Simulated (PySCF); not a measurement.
The vertical singlet excitations below were computed for one of the candidates. Theory: PySCF 2.14.0, density-fitted response routines, TDDFT CAM-B3LYP/def2-SVPD, vertical, gas phase, core orbitals frozen in the response. Geometries: GFN2-xTB, one conformer each.

```tsv
state	E (eV)	f
S1	5.55	0.136
S2	5.84	0.011
S3	6.02	0.0023
S4	6.26	0.011
S5	6.40	0.0038
S6	6.53	0.204
S7	6.71	0.034
S8	6.76	0.0001
```

Task: Which candidate is it? All have the formula C6H10NP.
A. `c1cccn1P(C)C`
B. `N#CCPC1CCC1`
C. `C=CC1=C(C)P1NC`
D. `CC(C)n1ccpc1`
E. `C1CC1PCCC#N`

Result: D. Its S1 lies at 5.55 eV; the nearest of the others has S1 at 6.25 eV. S1 is HOMO→LUMO (90%). Löwdin shares by element: HOMO carbon 42% or more, phosphorus 33%, nitrogen 12%; LUMO phosphorus 36%, carbon 36% or more, nitrogen 15%. At the same level the other candidates give, for their lowest levels:
- `N#CCCPC1CC1`: 6.53 eV (f 0.092); 6.68 eV (f 0.083); 7.63 eV (f 0.066); 7.84 eV (f 0.084); 7.84 eV (f 0.002); T1 5.47 eV; HOMO -8.72, LUMO 0.84 eV
- `C=CC1=C(C)P1NC`: 4.27 eV (f 0.002); 4.97 eV (f 0.171); 5.43 eV (f 0.006); 5.60 eV (f 0.038); 5.88 eV (f 0.247); T1 3.20 eV; HOMO -7.25, LUMO 0.11 eV
- `N#CCPC1CCC1`: 6.46 eV (f 0.084); 6.77 eV (f 0.085); 7.13 eV (f 0.101); 7.50 eV (f 0.008); 7.69 eV (f 0.032); T1 5.31 eV; HOMO -8.79, LUMO 0.87 eV
- `CP(C)n1cccc1`: 6.25 eV (f 0.005); 6.25 eV (f 0.058); 6.42 eV (f 0.006); 6.50 eV (f 0.028); 6.76 eV (f 0.227); T1 4.25 eV; HOMO -7.45, LUMO 1.27 eV

Conformer computed: `[CH3:1][CH:2]([CH3:3])[n:4]1[cH:5][cH:6][p:7][cH:8]1`: C1–C2–N4–C5 -118°.
Triplets come from the Tamm–Dancoff approximation.
